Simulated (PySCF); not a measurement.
A GIAO shielding run with PySCF 2.14.0 with density-fitted response routines (density fitting, non-relativistic, gas phase) on `[F][Al@H-]([CH3])[NH3+]`, CH₇AlFN:

```
$ OMP_NUM_THREADS=1 python probes_run.py task.json out

{"job": {"kind": "nmr", "xc": "PBE0", "basis": "pcSseg-0", "pop": true}, "charge": 0, "multiplicity": 1}
C     -1.593955    -0.407917    -0.064786
Al    -0.112948     0.874738    -0.197291
N      1.532776    -0.319179     0.145674
F      0.143909     1.874066     1.148188
H     -1.619211    -0.921087     0.912708
H     -1.550204    -1.186129    -0.847365
H     -2.571825     0.089891    -0.179860
H      0.301657     1.539871    -1.594923
H      1.441620    -0.810871     1.036230
H      1.693190    -1.018382    -0.580596
H      2.370855     0.261859     0.204634
```

Hardware: 1 thread of an Arm Neoverse N1, shared host. The job also computes population analyses, field gradients.

(1) How large is the calculation?

(2) How long does it take, and how much memory does it need?

(3) And these other runs on the same molecule and hardware: GIAO shielding at PBE0/6-311+G(2d,p); GIAO shielding at PBE0/6-31G*; GIAO shielding at PBE0/IGLO-III; GIAO shielding at PBE0/aug-cc-pVDZ; GIAO shielding at PBE0/cc-pVDZ; GIAO shielding at PBE0/cc-pVTZ?

Answers

(1) 42 electrons, 54 basis functions and 508 auxiliary functions.

(2) 5.8 s of wall time, with 12 SCF cycles and 4 response iterations; peak memory 0.45 GiB. Times on a shared host scatter by some tens of per cent.

(3) PBE0/6-311+G(2d,p): 158 functions, 17 s; PBE0/6-31G*: 74 functions, 7.9 s; PBE0/IGLO-III: 219 functions, 26 s; PBE0/aug-cc-pVDZ: 159 functions, 18 s; PBE0/cc-pVDZ: 95 functions, 9.8 s; PBE0/cc-pVTZ: 222 functions, 29 s.
